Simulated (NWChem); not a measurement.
**Plane-wave run on Si (space group Fd-3m)**

```
Si
1.0
    0.00000     2.72185     2.72185
    2.72185     0.00000     2.72185
    2.72185     2.72185     0.00000
Si
2
Cartesian
  1.36092   1.36092   1.36092
  0.00000   0.00000   0.00000
```

Program: NWChem. Origin of the cell: Materials Project cell, not relaxed here.

Norm-conserving pseudopotentials with valence charges Si 4, fixed occupations, no spin-orbit coupling, density cut at twice the wavefunction cutoff.

Level: PBE, default library, cutoff 15 Ha, density from a 4×4×4 mesh. Bands run along Γ–X–U|K–Γ–L–W–X with k in units of the cell's reciprocal vectors.

Task: Give the band energies at the labelled points, in eV from the valence-band top.

Result: 
```tsv
point	k	band 1	band 2	band 3	band 4	band 5	band 6
Γ	0.000 0.000 0.000	-11.91	0.00	0.00	0.00	2.57	2.57
X	0.500 0.000 0.500	-7.80	-7.79	-2.82	-2.82	0.75	0.75
U	0.625 0.250 0.625	-8.22	-7.21	-4.24	-2.40	1.23	4.14
K	0.375 0.375 0.750	-8.22	-7.21	-4.24	-2.40	1.23	4.14
L	0.500 0.500 0.500	-9.60	-6.92	-1.19	-1.19	1.47	3.37
W	0.500 0.250 0.750	-7.64	-7.64	-3.80	-3.80	4.30	4.30
```
Bands up to 4 are filled.
